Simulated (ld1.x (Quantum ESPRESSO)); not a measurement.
**Before and after: ultrasoft potential for Br (Z = 35)**

Br (Z = 35), ultrasoft, made with ld1.x (Quantum ESPRESSO) 7.5 (LDA (PZ), fully relativistic). Core [Ar] 3d10, reference 4s2 4p5. Waves: 4s (bound): rcut 1.00, rcutus 1.35 bohr; 4s channel at 1.9 Ry: rcut 1.00, rcutus 1.35 bohr; 4p (bound): rcut 1.60, rcutus 1.85 bohr; 4p channel at 0.2 Ry: rcut 1.60, rcutus 1.85 bohr. Local part: all-electron potential smoothed inside 1.05 bohr (lloc = -1). Core correction: none. Augmentation charge: built from norm-conserving waves at rcut, not smoothed further.

Open shells are filled in proportion to 2j + 1 (rel_dist='average').

Change: scalar-relativistic.

Cutoffs: the cutoffs (Ry, on a coarse ladder) from which the occupation-weighted sum of valence levels, in a spherical-Bessel basis at the reference potential, stays within 10 and 1 mRy of its value at 400 Ry; they do not see the model core or the augmentation charge, which bear on the density cutoff. Errors are all-electron minus pseudo energies relative to the spin-unpolarised reference configuration.

Question: How do hardness, ghosts and transferability respond?

Answer: The potential gets neither clearly harder nor softer (55 Ry and 70 Ry → 55 Ry and 70 Ry); both files keep a bound ghost (s); the number of tests with a reliable result goes from 7 to 9; of the 7 tests that both files solve, the error grows in 1 and shrinks in 3 by more than 15 % and 0.3 meV (median size 15.4 → 9.9 meV).

| quantity | base | changed |
| --- | --- | --- |
| cutoff, loose | 55 Ry | 55 Ry |
| cutoff, tight | 70 Ry | 70 Ry |
| bound ghosts | s | s |
| error for 4s2 4p4, meV [ΔE 12.71 → 12.71 eV] | +2.1 | -0.2 |
| error for 4s2 4p3, meV [ΔE 35.66 → 35.65 eV] | +16 | +9.9 |
| error for 4s2 4p2, meV [ΔE 69.89 → 69.87 eV] | +64 | +52 |
| error for 4s2 4p4.5, meV [ΔE 5.15 eV] | +0.4 | -0.6 |
| error for 4s1 4p6, meV [ΔE 12.41 → 12.42 eV] | +15 | +15 |
| error for 4s2 4p5.3, meV [ΔE -2.01 eV] | +0.1 | +0.4 |
| error for 4s1 4p5, meV [ΔE 25.75 eV] | +15 | +13 |
| s: phases at 1.99 bohr within 0.05 rad from the reference energy up to (Ry; the scan ends near 5) | to the end of the scan | to the end of the scan |
| lowest overlap eigenvalue by channel | s 0.57, p1/2 0.52, p3/2 0.51 | s 0.57, p 0.51 |

 A true bound ghost makes a file unfit for plane-wave use even where its test errors are small: the radial tests pick states by their node count and pass the ghost by.
